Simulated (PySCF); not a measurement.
Gas-phase reaction: 4 GeH3 + Ge2O2 → 6 GeH2 + O2, at 600 K and a standard pressure of 1 bar. Level: CCSD(T)/def2-TZVPP†.

Computed with PySCF and rigid-rotor harmonic-oscillator thermochemistry at 1 bar. † marks an energy on the PBE0/def2-TZVP geometry and frequencies. CCSD(T) freezes the core. Open shells (unrestricted): GeH3 (multiplicity 2), O2 (multiplicity 3); the rest are closed-shell singlets. Ge: all electrons, no relativistic terms. GeH3, Ge2O2, GeH2: computed as isolated molecules; such fragments, hydroxides, amides, oligomers or adducts are transient or little studied in the gas. CCSD(T) isn't extrapolated to the basis-set limit; its ΔH°(298 K) is 847.2 kJ in def2-SVP and 919.3 kJ in def2-TZVPP. The harmonic model lacks anharmonicity and excited electronic states, which grow with temperature; levels with a mode under 35 cm⁻¹ are left out.

```json
[
 {"species": "GeH3", "E (Ha)": "-2077.34375", "H(600 K) − E (kJ/mol)": "78.1", "S°(600 K) (J/mol/K)": "263.5"},
 {"species": "Ge2O2", "E (Ha)": "-4301.56113", "H(600 K) − E (kJ/mol)": "53.9", "S°(600 K) (J/mol/K)": "347.6"},
 {"species": "GeH2", "E (Ha)": "-2076.73979", "H(600 K) − E (kJ/mol)": "50.4", "S°(600 K) (J/mol/K)": "247.2"},
 {"species": "O2", "E (Ha)": "-150.13436", "H(600 K) − E (kJ/mol)": "28.1", "S°(600 K) (J/mol/K)": "225.9"}
]
```
E: electronic energy; H − E holds the zero-point and thermal terms. 1 Ha = 2625.5 kJ/mol.

**Question.** Work out ΔH°, ΔS°, ΔG° and log10 K from these numbers.

**Answer.** 1. ΔE = 6×(-2076.73979) + 1×(-150.13436) − 4×(-2077.34375) − 1×(-4301.56113) = 0.36303 Ha = 953.1 kJ.
2. Δ(H − E) = 6×(50.4) + 1×(28.1) − 4×(78.1) − 1×(53.9) = -35.8 kJ, so ΔH° = 917.3 kJ.
3. ΔS° = 6×(247.2) + 1×(225.9) − 4×(263.5) − 1×(347.6) = 307.5 J/K; the number of gas molecules changes by +2.
4. ΔG° = ΔH° − TΔS° = 917.3 − 600×(307.5)/1000 = 732.8 kJ.
5. log10 K = −ΔG°/(RT ln 10) = -63.78, with RT ln 10 = 11.49 kJ/mol; at standard pressures the reactants are favoured.
6. A shift of 10 kJ in ΔE would move log10 K by 0.87 here.
For scale, ΔH°(298 K) is 919 kJ at this level, 871 kJ at ωB97M-V/def2-TZVP†, and runs from 673 to 1028 kJ over the 20 levels computed.
